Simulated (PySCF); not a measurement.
**Electronic structure of Al⁺ (aluminium, charge +1) at the PBE level**

Configuration: [Ne] 3s2, closed-shell 1S. Computed with PySCF 2.14 in aug-cc-pV(T+d)Z (6s5p4d2f, 55 functions), with the non-relativistic Hamiltonian (point nucleus).

* Total energy: -242.0066 hartree
* One-electron energy: -332.7667 hartree
* Hartree (Coulomb) energy: 108.9562 hartree
* Exchange-correlation energy: -18.1961 hartree
* Kinetic energy: 241.23197 hartree
* ⟨S²⟩: 0.0000
* ⟨L²⟩: 0.000
* Sum of ⟨r⟩: 9.880 bohr
* Sum of ⟨r²⟩: 16.86 bohr²
* Density at the nucleus (Gaussians lack the cusp): 1380 bohr⁻³
* Langevin diamagnetic susceptibility: -13.4 ×10⁻⁶ cm³/mol

| shell | electrons | mean orbital energy (hartree) | rms radius, mean of both spins (bohr) |
| --- | --- | --- | --- |
| 1s | 2 | -55.74581 | 0.140 |
| 2s | 2 | -4.26617 | 0.687 |
| 2p | 6 | -2.86963 | 0.679 |
| 3s | 2 | -0.54297 | 2.56 |
